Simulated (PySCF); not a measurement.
B(CF3)(H)(OMe) (C₂H₄BF₃O), SMILES COBC(F)(F)F.

Geometry optimised at PBE0-D3(BJ)/def2-SVP. The values are those of a single conformer.

Two levels are set side by side: PBE/def2-TZVP (PySCF) and HF/def2-TZVP (PySCF). Same geometry, gas phase. Differences are taken from unrounded values.

```json
[
 {"quantity": "orbital gap (eV)", "HF": "15.34"},
 {"quantity": "highest occupied level (eV)", "HF": "-12.98"},
 {"quantity": "lowest empty level (eV)", "HF": "2.36"},
 {"quantity": "dipole moment (D)", "HF": "2.06"},
 {"quantity": "mean polarisability (bohr³)", "HF": "39.3"}
]
```

What does PBE give, and how far is it from HF? (An estimate is asked for; the answer gives what the named calculation found.)


```
quantity                       PBE  PBE minus HF
---------------------------  -----  ------------
orbital gap (eV)              5.23        -10.11
highest occupied level (eV)  -7.36          5.62
lowest empty level (eV)      -2.13         -4.48
dipole moment (D)             2.13          0.07
mean polarisability (bohr³)   45.6           6.3
```

Without exact exchange PBE keeps part of each electron's self-repulsion, which lifts occupied levels and narrows the gap. PBE's more diffuse valence density responds more strongly to a field. Differences between two approximate levels are no errors against the true value.

Rough cost on one machine, each run with all the roots and properties that it gave: HF against PBE about 1/2.
